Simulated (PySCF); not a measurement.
Compound: C₆H₃F₃.
Structure used (PBE0-D3(BJ)/def2-SVP), in Å, numbered top down from 1:
```xyz
12
C6H3F3 angstrom
F     -2.472   -1.255   -0.469
C     -1.293   -0.654   -0.344
C     -1.224    0.733   -0.389
C      0.020    1.349   -0.260
C      1.165    0.585   -0.088
F      2.355    1.160    0.038
C      1.072   -0.808   -0.044
F      2.173   -1.523    0.126
C     -0.157   -1.438   -0.172
H     -2.136    1.315   -0.524
H      0.120    2.436   -0.290
H     -0.224   -2.526   -0.138
```

Theory: TDDFT PBE0/def2-SVPD, vertical, gas phase, core orbitals frozen in the response in PySCF 2.14.0, density-fitted response routines.

Q: What does the calculation give for the low-lying excited states?

A: 

| state | λ (nm) | E (eV) | f | main configurations (H = HOMO, L = LUMO) |
| --- | --- | --- | --- | --- |
| S1 | 235.0 | 5.28 | 0.033 | H→L (78%), H-1→L+1 (22%) |
| S2 | 200.6 | 6.18 | 0.0006 | H→L+1 (53%), H-1→L (46%) |
| S3 | 184.0 | 6.74 | 0.0022 | H→L+2 (98%) |
| S4 | 175.6 | 7.06 | 0.541 | H-1→L (51%), H→L+1 (45%) |
| S5 | 172.1 | 7.21 | 0.0016 | H→L+3 (99%) |
| S6 | 171.1 | 7.24 | 0.539 | H-1→L+1 (76%), H→L (20%) |
| S7 | 167.6 | 7.40 | 0.0021 | H-1→L+2 (97%) |
| S8 | 163.3 | 7.59 | 0.0087 | H→L+4 (95%) |
| S9 | 158.7 | 7.81 | 0.0040 | H-1→L+3 (97%) |
| S10 | 155.8 | 7.96 | 0.0005 | H→L+5 (94%) |

Triplets (Tamm–Dancoff): T1 4.07 eV, H→L+1 (52%), H-1→L (44%); T2 4.30 eV, H→L (97%); T3 4.75 eV, H-1→L (54%), H→L+1 (46%); T4 5.56 eV, H-1→L+1 (97%).

The lowest singlet comes at 235 nm (509 kJ/mol) in the ultraviolet; it is of moderate strength; its leading configuration is HOMO→LUMO (78%). The largest oscillator strength of a single state is 0.541. Löwdin shares by element: HOMO carbon 64% or more (atoms not listed hold the other 36%); LUMO carbon 72% or more (atoms not listed hold the other 28%). Orbital energies (eV): HOMO-3 -10.71, HOMO-2 -10.55, HOMO-1 -8.05, HOMO -7.39, LUMO -1.01, LUMO+1 -0.44, LUMO+2 0.69. The listed states span 2.68 eV, and the widest gap between neighbours is 0.91 eV (S1 to S2). Of the 10 states listed, 3 reach f = 0.01 and none stays under 0.0005. No computed singlet lies in the visible range (380 to 750 nm); the lowest, at 235 nm, stands 2.01 eV above its violet end (3.26 eV). All these states lie below the vertical ionisation energy of 9.39 eV (ΔSCF). Singlets were solved by full linear response, triplets in the Tamm–Dancoff approximation.

Time: 1.8 min wall. Hardware: Arm Neoverse V1, one thread, on a shared host.
